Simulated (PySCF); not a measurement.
Se(Br)(SiH3) (BrH3SeSi), SMILES Br[Se][SiH3]. Atoms are numbered in the order given.

```xyz
6

Se     0.8771    -0.5500     0.0000
Br    -0.3374     1.4819     0.0000
Si    -0.9960    -1.8964     0.0000
H     -0.4240    -3.2887     0.0000
H     -1.8220    -1.6640    -1.2313
H     -1.8220    -1.6640     1.2313
```
Charge 0, spin multiplicity 1.

The structure is a stationary point at PBE-D3(BJ)/def2-SVP. This is a generated structure with no PubChem entry under its InChIKey; it may be hypothetical.

Computed with PySCF with PBE-D3(BJ)/def2-SVP.

Frequencies are harmonic and unscaled.

| mode | ν (cm⁻¹) | IR (km/mol) | moving atoms (share of kinetic energy) |
|---|---|---|---|
| 1 | 95 | 0.6 | Si 44 %, Br 25 %, Se 19 %, H 13 % |
| 2 | 148 | 0.0 | H 97 % |
| 3 | 283 | 3.5 | Br 51 %, Se 49 % |
| 4 | 372 | 9.1 | Si 64 %, Se 26 %, H 10 % |
| 5 | 556 | 7.8 | H 84 %, Si 13 % |
| 6 | 562 | 7.7 | H 92 % |
| 7 | 853 | 268.4 | H 92 % |
| 8 | 877 | 37.0 | H 97 % |
| 9 | 914 | 49.3 | H 97 % |
| 10 | 2158 | 62.7 | H 99 % |
| 11 | 2182 | 58.0 | H 96 % |
| 12 | 2188 | 74.4 | H 95 % |
